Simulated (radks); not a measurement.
Q: All-electron calculation, scalar-relativistic Kohn-Sham, exchange-only LDA, spin-polarised, spherical densities, finite nucleus; open shells are filled with parallel spins first (spin-orbit coupling, left out, can overturn this in heavy ions); Fermi nuclear charge, rms radius of each element as measured or else 0.836 A^(1/3) + 0.57 fm. Program: a radial shooting solver on a logarithmic mesh with Libxc functionals. Response by self-consistent Sternheimer equations with the Hartree and adiabatic exchange-only LDA kernel, the relativistic mass of each level held fixed and spin-orbit coupling left out. For heavy and open-shell atoms this level of theory can miss by tens of per cent. Rank Sm+, Sm2+, Sm, Sm5+, Sm4+, Sm3+, Sm6+ (NIST ground configurations) by static dipole polarisability, largest first.

A: Sm 195.5, Sm+ 80.92, Sm2+ 11.12, Sm3+ 6.476, Sm4+ 4.907, Sm5+ 3.988, Sm6+ 3.379 bohr^3.
